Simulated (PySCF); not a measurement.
The free ion Rh6+ in its d3 configuration.

Method (PySCF 2.14, density fitting): CASSCF(3,5) with orbitals averaged over all microstates of the shell, strongly contracted NEVPT2 on the averaged canonical orbitals; basis x2c-TZVPall; spin-free X2C; gas phase; spin-orbit coupling by state interaction with the mean-field operator over all roots.

Task: Which term lies lowest, and with what spin?

Result: 4F (S = 3/2, orbital degeneracy 7), by NEVPT2.

Task: List the excited states of the same spin.

Result: By NEVPT2: 4P at 13924 cm⁻¹ (718 nm).

Task: Which is the lowest state of another spin?

Result: 2G at 16078 cm⁻¹ by NEVPT2; CASSCF alone puts it at 17718 cm⁻¹ above the same ground state.

Task: What magnetic behaviour follows?

Result: The lowest spin-orbit level is 4-fold with J = 3/2; the next lies at 1802.2 cm⁻¹. μeff is 1.08 μB at 300 K and 0.80 μB at 10 K; the free-ion value g_J√(J(J+1)) for the Hund's-rule level J = 3/2 is 0.77 μB.

The job took 6.5 s on one thread of AMD EPYC 7R43 64-Core Processor (shared host), with 63 basis functions, launched as `OMP_NUM_THREADS=1 python lf_run.py task.json out`.
